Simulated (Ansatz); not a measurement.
`C[N](C)[Mg]` radical from Hartree–Fock to CCSD(T)

```
atom    x (Å)    y (Å)    z (Å)
  C1  -0.2283   0.9935  -0.6387
  N2   0.6000  -0.0075  -0.0257
  C3  -0.1978  -0.9883   0.6566
 Mg4   2.5112  -0.0304  -0.1054
  H5  -0.8499   1.5347   0.0963
  H6   0.3736   1.7460  -1.1621
  H7  -0.9252   0.5670  -1.3817
  H8   0.4275  -1.7565   1.1271
  H9  -0.8932  -1.5127  -0.0224
 H10  -0.8178  -0.5457   1.4561
```

The species carries charge 0 and has multiplicity 2. Correlated methods include outer-core shells of Mg, which these sets cover unevenly. Geometry: relaxed with PBE0-D4/def2-TZVP. Frozen core, unrestricted reference, the Gaussian-basis code of Ansatz. CBS rows extrapolate triple and quadruple zeta; past MP2 they add the triple-zeta difference. For Mg the program correlates outer-core shells too, which these sets cover unevenly, so the extrapolated numbers aren't a true limit.

| basis | HF (Eh) | MP2 corr. | CCSD corr. | (T) | CCSD(T) total |
| --- | --- | --- | --- | --- | --- |
| def2-SVP | -333.09423 | -0.48398 | ? | -0.01584 | ? |
| def2-TZVPP | ? | ? | -0.78765 | -0.02645 | ? |
| def2-QZVPP | ? | -0.82702 | – | – | – |
| CBS(def2) | -333.33063 | -0.88194 | -0.91672 | as TZ | -334.27380 |

Q: Fill in the withheld values. (Best estimate.)

A: Ansatz gave: def2-SVP CCSD corr.: -0.52318; def2-SVP CCSD(T) total: -333.63325; def2-TZVPP HF (Eh): -333.31249; def2-TZVPP MP2 corr.: -0.75287; def2-TZVPP CCSD(T) total: -334.12659; def2-QZVPP HF (Eh): -333.32844.
